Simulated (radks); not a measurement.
The arsenic ion As4+, 29 electrons, occupied as [Ar] 3d10 4s1. Calculated with a radial shooting solver on a logarithmic mesh with Libxc functionals: scalar-relativistic Kohn-Sham, exchange-only LDA, spin-polarised, spherical densities, finite nucleus; open shells are filled with parallel spins first; Fermi nuclear charge, rms radius 4.0968 fm.

Local quantities along the radius. ELF = 1/(1 + alpha^2) is the electron localisation function; alpha = (tau - tau_W)/tau_unif compares the Pauli kinetic energy density with that of the uniform gas (summed over spins); -r V(r) is the screened charge that the Kohn-Sham potential of spin up presents (atomic units). tau is taken from the large components.

r (bohr)    ELF    alpha  -r V(r)
0.002582  1.000  0.01914    32.65
0.003362  1.000  0.02007    32.55
0.004378  1.000  0.02163    32.41
0.005701  0.999  0.02412    32.23
0.007423  0.999  0.02804    32.00
0.009589  0.999  0.03407    31.70
0.01249   0.998  0.04439    31.32
0.01626   0.996  0.06277    30.83
0.02117   0.990  0.09830    30.22
0.02757   0.971   0.1739    29.46
0.0359    0.891   0.3494    28.53
0.04674   0.639   0.7513    27.42
0.06086   0.345    1.378    26.09
0.07925   0.316    1.471    24.55
0.1032    0.548   0.9074    22.78
0.1344    0.763   0.5576    20.80
0.175     0.772   0.5429    18.64
0.226     0.506   0.9872    16.42
0.2943    0.239    1.785    14.04
0.3832    0.451    1.104    11.67
0.499     0.735   0.6008    9.407
0.6498    0.765   0.5538    7.503
0.8461    0.611   0.7974    6.159
1.102     0.306    1.505    5.340
1.435     0.183    2.115    4.903
1.868     0.350    1.363    4.664
2.432     0.638   0.7527    4.468
3.167     0.727   0.6132    4.273
4.124     0.567   0.8738    4.118

On this mesh the ELF has minima near r = 0.069, 0.29, 1.4 bohr, which separate the shells, and maxima near 0.15 (0.79), 0.57 (0.77), 3.2 (0.73).
